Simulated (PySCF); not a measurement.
SMILES c1(cccs1)-c1[se]ccc1, GFN2-xTB optimised geometry.

```
16

C      2.38    -1.90     0.00
C      1.42    -2.86     0.00
S     -0.17    -2.20     0.00
C      0.47    -0.58     0.00
C     -0.40     0.56     0.00
C     -1.76     0.56     0.00
C     -2.37     1.84     0.00
C     -1.49     2.88     0.00
Se     0.27     2.32     0.00
C      1.84    -0.60     0.00
H      3.43    -2.11     0.00
H      1.54    -3.92     0.00
H     -2.33    -0.35     0.00
H     -3.43     1.97     0.00
H     -1.74     3.92     0.00
H      2.43     0.30     0.00
```

Density from PBE/def2-TZVP in PySCF at that geometry.

Minimum of the electron density along straight lines between bonded atoms, close to the bond critical point (lines longer than 1.1 times the sum of covalent radii, or with two minima, are not listed):

```tsv
bond	length / Å	ρ at the minimum / e bohr⁻³	∇²ρ there / e bohr⁻⁵	position (fraction from the first atom)
C1–C2	1.358	0.330	-0.94	0.49
C2–S3	1.719	0.214	___	0.48
S3–C4	1.743	0.205	___	0.52
C4–C5	1.429	0.290	-0.79	0.50
C5–C6	1.370	0.324	-0.91	0.52
C6–C7	1.410	0.302	-0.83	0.50
C7–C8	1.358	0.330	-0.94	0.49
C5–Se9	1.884	0.165	-0.17	0.49
C8–Se9	1.854	0.174	___	0.49
C1–C10	1.407	0.303	-0.84	0.50
C4–C10	1.370	0.324	-0.92	0.52
C1–H11	1.075	0.286	-1.01	0.65
C2–H12	1.072	0.288	-1.02	0.65
C6–H13	1.077	0.284	-0.99	0.64
C7–H14	1.077	0.285	-1.00	0.65
C8–H15	1.075	0.286	-1.01	0.65
C10–H16	1.078	0.284	-0.99	0.64
```

Problem. Some entries are withheld; supply them.

Solution. 
- C2–S3, ∇²ρ there / e bohr⁻⁵: -0.42
- S3–C4, ∇²ρ there / e bohr⁻⁵: -0.38
- C8–Se9, ∇²ρ there / e bohr⁻⁵: -0.20
